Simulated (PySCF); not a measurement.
H₅P₂, SMILES P[PH3+], charge +1. Geometry optimised at PBE-D3(BJ)/def2-TZVP. The isomer is the one that the SMILES or the coordinates give; other isomers of the formula were not compared.

PySCF with TDDFT-PBE/def2-SVPD puts the lowest singlet excitations at 6.12, 6.53, 6.86, 6.91, 7.63, 7.96 eV.

Q: What are the lowest excitation roots from ADC(2)/aug-cc-pVDZ (PySCF)? (Estimate from the structure and the level; the computed values follow.)

A: 6.77, 7.81, 7.88, 8.25, 8.32, 9.18 eV. S1 differs by 0.65 eV (second minus first; roots are paired by order, and the bases may differ).
